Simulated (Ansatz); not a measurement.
C2H3ClFGeN (`[CH3][Ge]([F])([Cl])[C]#N`), relaxed with RKS PBE-D4/def2-SVP in Ansatz 0.2.0 from a rough embedded geometry. The force threshold is 0.03 eV/Å; the program also tests the step.

Charge 0, multiplicity 1.

Start:

```xyz
9

C     0.542    0.783   -0.991
Ge   -0.347   -0.661    0.082
F     0.404   -2.207   -0.274
Cl   -2.400   -0.711   -0.436
C    -0.187   -0.272    1.924
N    -0.072   -0.051    3.078
H     0.421    0.558   -2.026
H     1.594    0.855   -0.663
H     0.044    1.706   -0.693
```

```csv
step,energy (eV),largest force (eV/Å),largest move (Å)
1,-75336.0105,2.001,0.000
2,-75336.1512,0.707,0.085
3,-75336.1701,0.175,0.074
4,-75336.1723,0.092,0.015
5,-75336.1730,0.025,0.008
```

End:

```xyz
9

C     0.543    0.788   -0.980
Ge   -0.341   -0.582    0.057
F     0.394   -2.144   -0.233
Cl   -2.436   -0.774   -0.397
C    -0.197   -0.308    1.963
N    -0.091   -0.122    3.117
H     0.448    0.552   -2.057
H     1.612    0.825   -0.697
H     0.068    1.766   -0.772
```

It took 9 s on 4 threads of an Arm Neoverse V2 on a shared host, with 0.19 GiB of host memory at the peak.
